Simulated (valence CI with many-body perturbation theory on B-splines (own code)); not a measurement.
## Forbidden lines of Ru XXXVIII

Method: relativistic CI+MBPT: five valence electrons over a frozen Dirac-Fock core [He], radial functions for each j: 11 s, 11 p, 10 d, 8 f, 5 g, 2 h, with the one-electron correlation potential Σ1 (screened to all orders), the two-electron term Σ2, the three-electron term Σ3, Breit, model QED; selected single and double excitations, second order for the rest, scaled by the run's own slope (own B-spline code, finite nucleus).

The last digits are not significant, and no measured levels were compared; by estimate large intervals hold to a few tenths of a per cent, small ones and those within an open d or f shell to about a per cent. Among the levels kept, up to 11000 cm⁻¹ of a level comes from second order outside the variational space, and about a tenth of that is noise between levels of different J, which matters for small intervals.

Lines 1 to 50 of 73 in falling wavelength, among levels below 3647.3 eV, chosen from the decays that carry over 1 % of a level's rate. Wavelengths and rates use the calculated energies. Electric multipoles are in the length gauge, E1 and E2 with the static RPA response of the core. S is in atomic units (e²a₀⁴ for E2 and M2, e²a₀⁶ for E3), for M1 in squared Bohr magnetons. Weak lines are less certain than strong ones. Lines between different terms over intervals too small for the method are left out, as are lines whose strength nearly cancels. The highest levels of a list are the least certain.

Levels are named by their leading jj configuration (3d3/2^4 stands for four electrons in 3d with j = 3/2), which in mixed levels can hold well under half, so a name can repeat and another be missing. Letters in brackets count levels of one name in rising energy.

```
λ vac (nm)                               Upper                       Lower  Type   A (s⁻¹)  S (a.u.)
     10.06          (2s^2 2p1/2 2p3/2^2) J=3/2  (2s^2 2p1/2^2 2p3/2) J=3/2    M1  2.03e+07  3.08e+00
     10.01                (2s^2 2p3/2^3) J=3/2  (2s^2 2p1/2 2p3/2^2) J=1/2    M1  4.93e+06  7.34e-01
     8.866          (2s^2 2p1/2 2p3/2^2) J=5/2  (2s^2 2p1/2^2 2p3/2) J=3/2    M1  3.62e+06  5.61e-01
     8.467                (2s^2 2p3/2^3) J=3/2  (2s^2 2p1/2 2p3/2^2) J=5/2    M1  7.75e+06  6.98e-01
     7.632          (2s^2 2p1/2 2p3/2^2) J=1/2  (2s^2 2p1/2^2 2p3/2) J=3/2    M1  1.72e+07  5.67e-01
     7.603                (2s^2 2p3/2^3) J=3/2  (2s^2 2p1/2 2p3/2^2) J=3/2    M1  3.35e+07  2.19e+00
    0.4458      (2s^2 2p1/2 2p3/2 3d5/2) J=9/2    (2s 2p1/2 2p3/2^3) J=5/2    E2  2.98e+08  4.68e-06
    0.4250          (2s^2 2p3/2^2 3d5/2) J=9/2    (2s 2p1/2 2p3/2^3) J=5/2    E2  3.14e+08  3.88e-06
    0.4193  (2s^2 2p1/2 2p3/2 3p1/2) J=3/2 [a]  (2s^2 2p1/2 2p3/2^2) J=1/2    E2  9.66e+09  4.47e-05
    0.4179      (2s^2 2p1/2 2p3/2 3p1/2) J=5/2  (2s^2 2p1/2 2p3/2^2) J=1/2    E2  1.64e+10  1.12e-04
    0.4168      (2s^2 2p1/2 2p3/2 3p1/2) J=1/2  (2s^2 2p1/2 2p3/2^2) J=5/2    E2  2.35e+10  5.27e-05
    0.4149          (2s^2 2p3/2^2 3p1/2) J=3/2        (2s^2 2p3/2^3) J=3/2    E2  2.09e+10  9.18e-05
    0.4148          (2s^2 2p1/2^2 3p1/2) J=1/2  (2s^2 2p1/2^2 2p3/2) J=3/2    E2  9.59e+10  2.10e-04
    0.4148      (2s^2 2p1/2 2p3/2 3p1/2) J=5/2  (2s^2 2p1/2 2p3/2^2) J=5/2    E2  5.58e+10  3.67e-04
    0.4146      (2s 2p1/2 2p3/2^2 3p3/2) J=9/2    (2s 2p1/2 2p3/2^3) J=5/2    E2  1.12e+10  1.23e-04
    0.4145      (2s^2 2p1/2 2p3/2 3p1/2) J=1/2  (2s^2 2p1/2 2p3/2^2) J=3/2    E2  3.42e+10  7.46e-05
    0.4144          (2s^2 2p3/2^2 3p1/2) J=5/2        (2s^2 2p3/2^3) J=3/2    E2  6.47e+10  4.23e-04
    0.4138  (2s^2 2p1/2 2p3/2 3p1/2) J=3/2 [a]  (2s^2 2p1/2 2p3/2^2) J=3/2    E2  6.24e+10  2.70e-04
    0.4131  (2s^2 2p1/2 2p3/2 3p3/2) J=3/2 [a]  (2s^2 2p1/2 2p3/2^2) J=1/2    E2  5.02e+09  2.16e-05
    0.4125      (2s^2 2p1/2 2p3/2 3p1/2) J=5/2  (2s^2 2p1/2 2p3/2^2) J=3/2    E2  1.38e+10  8.80e-05
    0.4123  (2s^2 2p1/2 2p3/2 3p1/2) J=3/2 [b]  (2s^2 2p1/2 2p3/2^2) J=5/2    E2  5.62e+10  2.39e-04
    0.4122      (2s 2p1/2^2 2p3/2 3p3/2) J=7/2  (2s 2p1/2^2 2p3/2^2) J=5/2    E2  2.23e+10  1.89e-04
    0.4116  (2s^2 2p1/2 2p3/2 3p3/2) J=3/2 [b]  (2s^2 2p1/2 2p3/2^2) J=1/2    E2  1.89e+10  7.96e-05
    0.4112  (2s^2 2p1/2 2p3/2 3p3/2) J=5/2 [a]  (2s^2 2p1/2 2p3/2^2) J=5/2    E2  7.59e+09  4.78e-05
    0.4112          (2s^2 2p3/2^2 3p3/2) J=1/2        (2s^2 2p3/2^3) J=3/2    E2  6.35e+10  1.33e-04
    0.4108          (2s^2 2p3/2^2 3p3/2) J=5/2        (2s^2 2p3/2^3) J=3/2    E2  2.72e+10  1.71e-04
    0.4107          (2s^2 2p3/2^2 3p3/2) J=7/2        (2s^2 2p3/2^3) J=3/2    E2  1.61e+10  1.34e-04
    0.4107  (2s^2 2p1/2 2p3/2 3p3/2) J=1/2 [a]  (2s^2 2p1/2 2p3/2^2) J=5/2    E2  8.02e+09  1.67e-05
    0.4105  (2s^2 2p1/2 2p3/2 3p3/2) J=5/2 [b]  (2s^2 2p1/2 2p3/2^2) J=1/2    E2  2.24e+10  1.40e-04
    0.4104  (2s 2p1/2^2 2p3/2 3p3/2) J=1/2 [b]  (2s 2p1/2^2 2p3/2^2) J=3/2    E2  4.57e+10  9.49e-05
    0.4100  (2s^2 2p1/2 2p3/2 3p3/2) J=3/2 [a]  (2s^2 2p1/2 2p3/2^2) J=5/2    E2  1.36e+10  5.61e-05
    0.4097          (2s^2 2p3/2^2 3p1/2) J=1/2        (2s^2 2p3/2^3) J=3/2    E2  6.28e+09  1.30e-05
    0.4092      (2s^2 2p1/2 2p3/2 3p3/2) J=7/2  (2s^2 2p1/2 2p3/2^2) J=5/2    E2  3.07e+10  2.52e-04
    0.4089  (2s^2 2p1/2 2p3/2 3p3/2) J=5/2 [a]  (2s^2 2p1/2 2p3/2^2) J=3/2    E2  2.59e+10  1.59e-04
    0.4085          (2s^2 2p1/2^2 3p3/2) J=3/2  (2s^2 2p1/2^2 2p3/2) J=3/2    E2  4.96e+10  2.01e-04
    0.4084  (2s^2 2p1/2 2p3/2 3p3/2) J=1/2 [a]  (2s^2 2p1/2 2p3/2^2) J=3/2    E2  3.42e+10  6.93e-05
    0.4078  (2s^2 2p1/2 2p3/2 3p3/2) J=3/2 [a]  (2s^2 2p1/2 2p3/2^2) J=3/2    E2  1.48e+10  5.94e-05
    0.4072      (2s^2 2p3/2^2 3p3/2) J=3/2 [a]        (2s^2 2p3/2^3) J=3/2    E2  6.32e+10  2.53e-04
    0.4070      (2s^2 2p1/2 2p3/2 3p3/2) J=7/2  (2s^2 2p1/2 2p3/2^2) J=3/2    E2  3.50e+09  2.80e-05
    0.4061  (2s^2 2p1/2 2p3/2 3p3/2) J=1/2 [b]  (2s^2 2p1/2 2p3/2^2) J=5/2    E2  7.58e+10  1.49e-04
    0.4039  (2s^2 2p1/2 2p3/2 3p3/2) J=1/2 [b]  (2s^2 2p1/2 2p3/2^2) J=3/2    E2  3.62e+10  6.95e-05
    0.4038      (2s 2p1/2^2 2p3/2 3d5/2) J=9/2  (2s 2p1/2^2 2p3/2^2) J=5/2    M2  9.77e+08  9.36e-06
    0.4019          (2s^2 2p3/2^2 3d5/2) J=9/2  (2s 2p1/2^2 2p3/2^2) J=5/2    E2  6.05e+08  5.66e-06
    0.4004      (2s^2 2p1/2 2p3/2 3d5/2) J=9/2  (2s^2 2p1/2 2p3/2^2) J=5/2    M2  9.30e+08  8.55e-06
    0.3936            (2s 2p3/2^3 3p3/2) J=7/2    (2s 2p1/2 2p3/2^3) J=5/2    E2  2.90e+10  1.96e-04
    0.3930  (2s^2 2p1/2 2p3/2 3p3/2) J=5/2 [a]  (2s^2 2p1/2^2 2p3/2) J=3/2    E2  1.33e+10  6.65e-05
    0.3926      (2s 2p1/2 2p3/2^2 3p3/2) J=9/2  (2s 2p1/2^2 2p3/2^2) J=5/2    E2  5.55e+10  4.62e-04
    0.3925  (2s^2 2p1/2 2p3/2 3p3/2) J=1/2 [a]  (2s^2 2p1/2^2 2p3/2) J=3/2    E2  1.61e+10  2.68e-05
    0.3921          (2s^2 2p3/2^2 3p3/2) J=1/2  (2s^2 2p1/2 2p3/2^2) J=5/2    E2  1.59e+10  2.63e-05
    0.3919  (2s^2 2p1/2 2p3/2 3p3/2) J=3/2 [a]  (2s^2 2p1/2^2 2p3/2) J=3/2    E2  3.82e+10  1.26e-04
```
